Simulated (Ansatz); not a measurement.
Species: CH$_{4}$BS$_{2}$, charge 0, multiplicity 2. It need not be the lowest isomer of its formula. 
Structure (B3LYP-D3(BJ)/def2-TZVP (Ansatz, a program for electronic structure) minimum search):
```xyz
8

C     -1.6203    -0.9104     0.2248
B     -0.2745    -0.1046     0.0302
S     -0.3437     1.6437    -0.2453
S      1.3457    -0.9223     0.0810
H     -1.6943    -1.6874    -0.5409
H     -2.5172    -0.2941     0.1705
H     -1.6089    -1.4102     1.1972
H      0.8835    -2.1654     0.3020
```
Charge 0, spin multiplicity 2.

Basis-set convergence of Hartree-Fock and MP2 correlation energies (hartree) with Ansatz. Correlated levels leave the core frozen unless marked. Open shells are spin-unrestricted. Spin-orbit coupling is left out. Non-relativistic.

| basis | functions | E(HF) | E(corr, MP2) |
|---|---|---|---|
| aug-cc-pV(D+d)Z | 146 | -860.01498 | -0.49504 |
| aug-cc-pV(T+d)Z | 294 | -860.05376 | -0.60745 |
| aug-cc-pV(Q+d)Z | 522 | -860.06344 | -0.64719 |

Extrapolating the two largest sets (X = 3 and 4) as X^-3: E(corr) = (64·(-0.64719) - 27·(-0.60745))/37 = -0.6762 Eh, an estimate of the basis-set limit. The largest set recovers 95.7 % of it, the smallest 73.2 %.
